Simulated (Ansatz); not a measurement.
Two members of one family (AlAs nanocrystals, H-capped), computed with Ansatz in the gas phase. Levels of anions in sets without diffuse functions are rough. A dash marks a value that wasn't run or was left out as unsound. The structures are stationary points that may keep the symmetry of their start. Remarks come from the PBE and PBE0 runs and from stability tests at other levels; not every state was tested. HOMO above LUMO (over both spins in singlets and doublets, within one spin in higher multiplets; at PBE or PBE0), or a gap under 0.15 eV within one spin, warns that the state may not be the lowest or that an electron is smeared out.

First: Al5As4H16⁻, cut from zinc blende (singlet, charge -1, PBE-D4/def2-SVP geometry).

```xyz
25

Al   -2.8199    0.9890   -0.8491
Al   -0.9116    0.7825    2.8606
Al   -0.7539   -2.5921    0.2387
Al    1.0443   -0.3236   -2.9074
Al    2.9523   -0.5348    0.8062
As   -1.9303   -0.4811    0.9627
As   -0.6370    1.3957   -2.0866
As    1.3877    1.1726    1.8521
As    1.3278   -1.5865   -0.7719
H    -3.3474    2.4126   -0.3041
H    -3.7271    0.1704   -1.9002
H    -1.5945    2.2255    3.0981
H    -0.6273   -0.1644    4.1329
H    -1.6174   -3.3064   -0.9221
H    -0.3495   -3.4464    1.5459
H     0.2421   -1.1734   -4.0165
H     2.3773    0.4734   -3.3459
H     3.3428   -1.5184    2.0219
H     4.1235    0.2794    0.0514
H    -3.2237   -1.0018    1.5983
H    -0.9549    2.3141   -3.2684
H     0.1376    2.4428   -1.2875
H     2.2035    1.9604    2.8791
H     1.2447    2.3245    0.8584
H     2.1112   -2.8138   -1.2465
```

```csv
level,HOMO (eV),LUMO (eV),gap (eV),vertical IE (eV)
PBE-D4/def2-SVP,-3.12,1.04,4.16,–
PBE-D4/def2-TZVP,-3.20,0.91,4.11,5.07
r2SCAN-D4/def2-TZVP,-3.47,1.03,4.50,–
PBE0-D4/def2-SVP,-4.22,1.74,5.97,–
PBE0-D4/def2-TZVP,-4.26,1.63,5.89,5.58
```

Remarks: gap within one spin near zero at PBE or PBE0 (neutral doublet).

Second: Al5As4H16⁻, cut from zinc blende, disc (singlet, charge -1, PBE-D4/def2-SVP geometry).

Cartesian coordinates in Å:
```
As -1.909 -0.776 -0.789
As -0.610 0.986 2.317
As 1.608 -2.034 -0.063
As 1.110 1.614 -1.017
Al -0.657 -2.936 -0.782
Al -2.751 -0.077 1.455
Al -1.004 1.051 -2.273
Al 0.831 2.751 1.189
Al 2.924 -0.101 -1.060
H -3.209 -1.182 -1.491
H 0.322 -0.156 2.723
H -0.883 1.469 3.743
H 2.560 -3.228 0.036
H 1.529 -1.783 1.444
H 1.729 2.733 -1.860
H -1.160 -3.951 0.365
H -0.417 -3.500 -2.274
H -3.092 -1.328 2.415
H -3.801 1.140 1.354
H -2.003 2.317 -2.223
H -0.614 0.425 -3.708
H -0.118 4.049 1.085
H 2.210 2.854 2.020
H 3.272 -0.574 -2.561
H 4.132 0.237 -0.047
```

Task: Estimate the same table for the second.

Result: 
```json
{"level": "PBE-D4/def2-SVP", "HOMO (eV)": "-3.12", "LUMO (eV)": "1.04", "gap (eV)": "4.16", "vertical IE (eV)": "–"}
{"level": "PBE-D4/def2-TZVP", "HOMO (eV)": "-3.20", "LUMO (eV)": "0.91", "gap (eV)": "4.11", "vertical IE (eV)": "5.07"}
{"level": "r2SCAN-D4/def2-TZVP", "HOMO (eV)": "-3.48", "LUMO (eV)": "1.03", "gap (eV)": "4.51", "vertical IE (eV)": "–"}
{"level": "PBE0-D4/def2-SVP", "HOMO (eV)": "-4.22", "LUMO (eV)": "1.75", "gap (eV)": "5.97", "vertical IE (eV)": "–"}
{"level": "PBE0-D4/def2-TZVP", "HOMO (eV)": "-4.26", "LUMO (eV)": "1.63", "gap (eV)": "5.90", "vertical IE (eV)": "5.58"}
```

Remarks: gap within one spin near zero at PBE or PBE0 (neutral doublet).
